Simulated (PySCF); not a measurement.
Atoms are numbered as in `[BH3-:1][P+:2]([F:3])([F:4])[PH2:5]`. Hydrogens are named by the atom that carries them.

Geometry: PBE0-D3(BJ)/def2-SVP; GIAO absolute shieldings from PySCF 2.14, gas phase, non-relativistic, averaged over equivalent atoms.

At PBE0/pcSseg-1 (124 basis functions, 8.9 s wall time on 1 thread of an Arm Neoverse V2, shared host):
```
atoms  σ (ppm)
   B1    142.2
   P2     63.6
   P5    492.2
F3/F4    257.1
H(P5)    27.99
H(B1)    29.90
```

Estimate the result of repeating the calculation with B97-2/pcSseg-2.

Results:


```json
{"atoms": "B1", "σ at B97-2/pcSseg-2": "141.0", "change": "-1.2"}
{"atoms": "P2", "σ at B97-2/pcSseg-2": "67.5", "change": "+3.9"}
{"atoms": "P5", "σ at B97-2/pcSseg-2": "488.9", "change": "-3.3"}
{"atoms": "F3/F4", "σ at B97-2/pcSseg-2": "253.1", "change": "-4.0"}
{"atoms": "H(P5)", "σ at B97-2/pcSseg-2": "28.17", "change": "+0.18"}
{"atoms": "H(B1)", "σ at B97-2/pcSseg-2": "30.03", "change": "+0.13"}
```

The largest change is at F3/F4 (fluorine bonded to P). Cost: 264 basis functions, 28 s wall time on 1 thread of an Arm Neoverse V2, shared host.
